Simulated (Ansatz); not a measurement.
Compare A (`OCB[SiH3]`) with its isomer B (`COB[SiH3]`).

Program: Ansatz. Geometries: PBE0-D4/def2-TZVP. ΔE: electronic, gas phase. CBS: MP2 limit from def2 TZ/QZ plus the TZ coupled-cluster correction, frozen cores. DFT in def2-TZVPP. B3LYP here is the variant with VWN-RPA as its local correlation; programs differ in this. Each species was taken in one conformer, which may not be the lowest.

A:

```xyz
11

O     1.532   -1.961   -0.051
C     0.386   -1.151   -0.192
B     0.570    0.317    0.263
Si   -0.954    1.632    0.143
H     1.326   -2.848   -0.357
H    -0.480   -1.553    0.369
H     0.025   -1.119   -1.239
H     1.625    0.683    0.694
H    -2.205    1.051   -0.423
H    -0.558    2.789   -0.709
H    -1.268    2.161    1.502
```

B:

```xyz
11

C    -0.2195    1.8476    1.0384
O     0.3125    0.8129    0.2305
B    -0.3374   -0.3396    0.0144
Si    0.5224   -1.7503   -1.1569
H    -0.3085    2.7523    0.4344
H     0.4718    2.0400    1.8606
H    -1.1994    1.5709    1.4364
H    -1.4189   -0.5036    0.5273
H     0.7106   -3.0093   -0.3787
H    -0.3774   -2.0807   -2.3002
H     1.8438   -1.3402   -1.7064
```

(1) Which is lower in electronic energy at CCSD(T)/CBS, and by how much? (Estimate.)

(2) Give E(B) − E(A) in kJ/mol with PBE0-D4, r2SCAN-D4, MP2/def2-TZVPP, PBE-D4, B3LYP-D4, B2PLYP, HF/def2-TZVPP. (Best estimate.)

(3) Does the order hold for the free energy at 298.15 K (harmonic terms from PBE0-D4)? (Best estimate.)

Largest T1 diagnostic: 0.014.

Results:

(1) The calculation gave: B, by 146.3 kJ/mol.

(2) Computed: PBE0-D4 -141.0, r2SCAN-D4 -144.6, MP2/def2-TZVPP -150.7, PBE-D4 -141.8, B3LYP-D4 -149.4, B2PLYP -151.9, HF/def2-TZVPP -150.2. None reverses the order clearly.

(3) Ansatz gave: Yes: G(B) − G(A) = -139.4 kJ/mol, for one conformer each.

Leaving LDA and LC-ωPBE aside and taking each functional with its dispersion term where it has one, the values, not all of them listed here, spread over 11.9 kJ/mol, from B2PLYP to revPBE-D4. At CCSD(T), def2-SVP lies −21.7 kJ/mol from the extrapolated value and def2-TZVPP −3.3 kJ/mol.
